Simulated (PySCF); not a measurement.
C₂H₆FGa, SMILES C[CH2][GaH][F]. Geometry: PBE-D3(BJ)/def2-SVP. The structure was generated by enumeration; whether it is a known compound was not checked. The values are those of a single conformer.

### Question
Give the equilibrium geometry at PBE-D3(BJ)/def2-SVP (PySCF confirms it by a frequency run) as Cartesian coordinates in Å, and its point group. (The exact figures need the calculation; the answer reports its results.)

### Answer
This is not unique; one that fits is point group Cs.
```xyz
10

Ga    -0.3218    -0.4715     0.0000
H     -1.8703    -0.7785     0.0000
F      0.6632    -1.9580     0.0000
C      0.7339     1.1989     0.0000
C     -0.0760     2.4996     0.0000
H      1.4062     1.1339    -0.8834
H      1.4062     1.1339     0.8834
H     -0.7321     2.5821     0.8910
H     -0.7321     2.5821    -0.8910
H      0.5832     3.3935     0.0000
```
